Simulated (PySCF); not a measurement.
A structure optimised at PBE-D3(BJ)/def2-SVP, used in a PySCF frequency run:

```xyz
12

N      2.1333     0.2210     0.6613
Si     0.7295     0.4010    -0.3399
C     -0.8312     0.9526     0.6466
O     -1.7831    -0.1233     0.4235
C     -1.2634    -1.0864    -0.3986
N     -0.0931    -1.0701    -0.9165
H      2.1126    -0.4395     1.4430
H      3.0522     0.2075     0.2122
H      1.1482     1.2934    -1.4689
H     -1.2921     1.8967     0.2893
H     -0.6677     1.0499     1.7405
H     -2.0142    -1.8901    -0.5474
```
Charge 0, spin multiplicity 1.

### Question
Write its SMILES and formula.

### Answer
N[Si@@H]1COC=N1, C2H6N2OSi

### Question
What are its rotational constants (standard atomic weights)?

### Answer
5.7035, 2.4584, 1.9913 GHz
